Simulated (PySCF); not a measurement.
## Telling isomers of C8H14Si apart by NMR

[PySCF 2.14.0 with density-fitted response routines: PBE0/pcSseg-1 with gauge-including orbitals; geometry from GFN2-xTB; no solvent; non-relativistic; one averaged value for each set of equivalent atoms; single conformer]

Chemical shifts δ = σref − σ; 1H (σref 31.72) and 13C (σref 186.93) vs TMS, all at this level. Where no couplings were computed, multiplicities follow the n + 1 count of equivalent neighbours, and m marks all less simple cases (inequivalent or close neighbours, rings, F or P nearby). Shifts are as computed. Against solution values, carbons near 30 ppm lie about +3 ppm off and those near 130 ppm about +5 ppm. Of 1211 compounds with measured shifts, 218 miss one by over three times the rms of a fit or turn the order of signals round; such compounds aren't used in these exercises.

(1) Tabulate the signals of `CC1=C[C@@H]1[C@]1(C)CC[SiH2]1`, `C=C[SiH2]C1=C(CC)CC1` and their relative energies.

(2) What is the quickest way to tell CC1=C[C@@H]1[C@]1(C)CC[SiH2]1 from C=C[SiH2]C1=C(CC)CC1?

Answers

(1) 
| SMILES | carbon types | δC | δH | E rel. (kcal/mol) |
| --- | --- | --- | --- | --- |
| CC1=C[C@@H]1[C@]1(C)CC[SiH2]1 | 2×C 2×CH 2×CH2 2×CH3 | 135.9, 119.1, 46.5, 36.4, 32.7, 28.7, 15.3, 0.4 | 7.13 (d, 1H), 4.30 (m, 1H), 4.10 (m, 1H), 2.31 (m, 1H), 2.27 (s, 3H), 1.90 (m, 1H), 1.43 (m, 1H), 1.40 (s, 3H), 1.36 (m, 1H), 1.04 (m, 1H) | 25.1 |
| C=C[SiH2]C1=C(CC)CC1 | 2×C 1×CH 4×CH2 1×CH3 | 181.6, 142.6, 141.3, 140.6, 34.9, 31.2, 29.6, 17.3 | 6.47 (m, 1H), 6.41 (m, 1H), 6.05 (m, 1H), 4.61 (d, 2H), 2.82 (m, 2H), 2.52 (m, 2H), 2.26 (q, 2H), 1.10 (t, 3H) | 0.0 |

Energies are electronic energies at PBE0/pcSseg-1 on these geometries, without zero-point or thermal terms, each for the one conformer computed, which needn't be the lowest.

(2) Both give the same number of carbon signals, but DEPT or the intensities differ. The first has a fully substituted sp3 carbon bonded to Si (C) at 46.5 ppm, the second a terminal =CH2 carbon at 142.6 ppm. Their most deshielded carbons lie at 135.9 and 181.6 ppm. In the proton spectra the most deshielded non-exchanging signals are 7.13 (d, 1H) and 6.47 (m, 1H).
